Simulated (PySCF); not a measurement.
**Telling isomers of C5H9N2P apart by NMR**

PySCF 2.14.0 with density-fitted response routines calculation with NMR shieldings at PBE0/pcSseg-1/GIAO and GFN2-xTB structure; gas phase, no relativistic terms, one computed conformer, rapidly exchanging positions averaged.

Scale: ¹H (σ = 31.72 ppm), ¹³C (σ = 186.93 ppm) vs TMS (reference shieldings calculated alike). Splittings of carbon signals by F and P are missing where no couplings were computed. Where no couplings were computed, multiplicities follow the n + 1 count of equivalent neighbours, and m marks all less simple cases (inequivalent or close neighbours, rings, F or P nearby). Shifts are as computed. Against solution values, carbons near 30 ppm lie about +3 ppm off and those near 130 ppm about +5 ppm. Of 1211 compounds with measured shifts, 218 miss one by over three times the rms of a fit or turn the order of signals round; such compounds aren't used in these exercises. OH and NH positions are gas-phase values without hydrogen bonding to other molecules.

(1) Tabulate the signals of `CCn1cpc(C)n1`, `Cc1nn(C)c(C)p1`, `CNP1(=N)C=CC=C1` and their relative energies.

(2) What is the quickest way to tell Cc1nn(C)c(C)p1 from CNP1(=N)C=CC=C1?

(3) What is the quickest way to tell CCn1cpc(C)n1 from Cc1nn(C)c(C)p1?

(4) What is the quickest way to tell CCn1cpc(C)n1 from CNP1(=N)C=CC=C1?

## Answers

(1) 
```json
{"SMILES": "CCn1cpc(C)n1", "carbon types": "1×C 1×CH 1×CH2 2×CH3", "δC": "181.2, 163.9, 52.5, 20.7, 20.4", "δH": "8.54 (m, 1H), 4.38 (q, 2H), 2.81 (m, 3H), 1.42 (t, 3H)", "E rel. (kcal/mol)": "1.3"}
{"SMILES": "Cc1nn(C)c(C)p1", "carbon types": "2×C 3×CH3", "δC": "179.7, 178.4, 39.6, 20.7, 17.5", "δH": "3.99 (s, 3H), 2.68 (m, 3H), 2.64 (m, 3H)", "E rel. (kcal/mol)": "0.0"}
{"SMILES": "CNP1(=N)C=CC=C1", "carbon types": "4×CH 1×CH3", "δC": "144.5, 137.6, 32.6", "δH": "6.77 (m, 2H), 6.10 (m, 2H), 2.96 (m, 3H), 1.45 (br s, 1H), -0.14 (br s, 1H)", "E rel. (kcal/mol)": "34.2"}
```

Energies are electronic energies at PBE0/pcSseg-1 on these geometries, without zero-point or thermal terms, each for the one conformer computed, which needn't be the lowest.

(2) Count the carbon signals: 5 against 3. The first has a substituted aromatic carbon next to a ring nitrogen (C) at 179.7 ppm, the second an alkene CH at 144.5 ppm. In the proton spectra the most deshielded non-exchanging signals are 3.99 (s, 3H) and 6.77 (m, 2H).

(3) Both give the same number of carbon signals, but DEPT or the intensities differ. The first has an aromatic CH next to a ring nitrogen at 163.9 ppm, the second a methyl carbon bonded to N (CH3) at 39.6 ppm. Their most deshielded carbons lie at 181.2 and 179.7 ppm. In the proton spectra the most deshielded non-exchanging signals are 8.54 (m, 1H) and 3.99 (s, 3H).

(4) Count the carbon signals: 5 against 3. The first has a substituted aromatic carbon next to a ring nitrogen (C) at 181.2 ppm, the second an alkene CH at 137.6 ppm. Their most deshielded carbons lie at 181.2 and 144.5 ppm. In the proton spectra the most deshielded non-exchanging signals are 8.54 (m, 1H) and 6.77 (m, 2H).
